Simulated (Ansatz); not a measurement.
`N[SiH]1BO1` + `[SiH3]BCl` → `[SiH3][SiH]1BO1` + `NBCl`  (redistribution)

Calculated with Ansatz (gas phase, PBE0-D4/def2-TZVP geometries, no zero-point term in ΔE). CBS: MP2 limit from def2 TZ/QZ plus the TZ coupled-cluster correction, frozen cores. This one scheme is used for every species. Functionals use def2-TZVPP. HSE06 is defined as in plane-wave codes. One conformer a species, not always the lowest.

CCSD(T)/CBS gives -22.1 kcal/mol.

Problem. Another level gave -23.8 kcal/mol. Which?
A. LDA (SPW92)/def2-TZVPP
B. r2SCAN0/def2-TZVPP
C. HSE06/def2-TZVPP
D. ωB97X-V/def2-TZVPP

Solution. B. r2SCAN0 -23.8, HSE06 -24.8, ωB97X-V -22.4, LDA (SPW92) -26.5 kcal/mol.

Largest T1 diagnostic among the species: 0.017.

From PBE to PBE0 (25 % exact exchange), in def2-TZVPP and without D4, ΔE moves by +0.9 kcal/mol. In def2-TZVPP, CCSD(T) changes the Hartree–Fock value by −2.0 kcal/mol (the triples alone add −0.5 kcal/mol) and MP2 by −1.7 kcal/mol.
